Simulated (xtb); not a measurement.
xtb input:

```bash
xtb mol.xyz --gfn 2 --ohess tight --chrg -1 --uhf 0
```
mol.xyz:
```
5

C      2.83625016    -0.07834435     0.25717659
C      1.64256019    -0.01667763     0.17106065
B      0.14425252    -0.02263373     0.03541977
Cl    -0.78556103     1.55924656    -0.16419005
Cl    -0.86407845    -1.52134410    -0.03152166
```

Task: Which total energy does the run end on?

Result: -14.77537 Eh (GFN2-xTB).

It need not be the lowest isomer of its formula. Whether it binds its extra electron was not tested at this geometry.
